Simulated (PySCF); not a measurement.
A computed series [M(NH3)3]3+

Computed with PySCF 2.14.0, PBE0, def2-SVP on the ligands, density fitting, scalar-relativistic core potentials, no spin-orbit coupling, vacuum. Each member is relaxed from one template within its symmetry. Distances are means of the shortest metal–ligand contacts, charges and spins Mulliken's; removal energies are rigid, with the ligand's formal charge and no counterpoise, so too large; for an anion taken off a cation in vacuum most of it is the attraction of opposite charges, and multiply charged cations can part far more cheaply with an electron moved from ligand to metal. lcecp potentials hold a fixed number of 4f electrons in the core, out of states, spins and gaps.

```json
{"metal": "Y", "basis on the metal": "def2-SVP with ECP28", "point group": "C3", "M–NH3 (Å)": "2.360", "charge on M (e)": "1.72", "removal of one NH3 (eV)": "4.19", "strongest infrared band, degenerate modes summed (cm⁻¹)": "–", "unstable modes (below −25 cm⁻¹)": "not given"}
{"metal": "Pr", "basis on the metal": "lcecp-1-SVP with ECP48", "point group": "C3", "M–NH3 (Å)": "2.511", "charge on M (e)": "1.90", "removal of one NH3 (eV)": "3.73", "strongest infrared band, degenerate modes summed (cm⁻¹)": "–", "unstable modes (below −25 cm⁻¹)": "3 (soft)"}
{"metal": "Tm", "basis on the metal": "lcecp-1-SVP with ECP58", "point group": "C3", "M–NH3 (Å)": "2.354", "charge on M (e)": "1.78", "removal of one NH3 (eV)": "4.25", "strongest infrared band, degenerate modes summed (cm⁻¹)": "–", "unstable modes (below −25 cm⁻¹)": "not given"}
{"metal": "Bi", "basis on the metal": "def2-SVP with ECP60", "point group": "nearly C3v", "M–NH3 (Å)": "2.365", "charge on M (e)": "1.54", "removal of one NH3 (eV)": "4.70", "strongest infrared band, degenerate modes summed (cm⁻¹)": "3332", "unstable modes (below −25 cm⁻¹)": "0"}
```

**Question.** Order these by the M–NH3 distance, lowest first.
A. Eu, lcecp-1-SVP with ECP52
B. Lu, lcecp-1-SVP with ECP60
C. La, def2-SVP with ECP46
D. Tb, lcecp-1-SVP with ECP54
E. Pm, lcecp-1-SVP with ECP50

**Answer.** B (2.330), D (2.409), A (2.440), E (2.474), C (2.559).

**Question.** What else do they give?

**Answer.** 
```tsv
metal	basis on the metal	point group	M–NH3 (Å)	charge on M (e)	removal of one NH3 (eV)	strongest infrared band, degenerate modes summed (cm⁻¹)	unstable modes (below −25 cm⁻¹)
La	def2-SVP with ECP46	C3	2.559	1.89	3.59	3365	0 (lowest -10 cm⁻¹, within noise)
Pm	lcecp-1-SVP with ECP50	C3	2.474	1.87	3.85	3351	0
Eu	lcecp-1-SVP with ECP52	C3	2.440	1.85	3.95	–	3 (soft)
Tb	lcecp-1-SVP with ECP54	C3	2.409	1.83	4.05	–	3 (soft)
Lu	lcecp-1-SVP with ECP60	C3	2.330	1.75	4.35	3331	0
```

From Pr to Lu the M–NH3 distance shrinks by 0.18 Å, the lanthanide contraction, and the energy to remove one NH3 rises by 0.61 eV.

Members with unstable modes aren't minima as they stand: saddle points kept by symmetry or, where the modes are soft, flat surfaces and noise. Moved off a saddle point of the template and relaxed again: Y, La, Pr, Pm, Eu, Tb, Tm, Lu, Bi. One start shape was tried for each, so a minimum needn't be the lowest isomer.
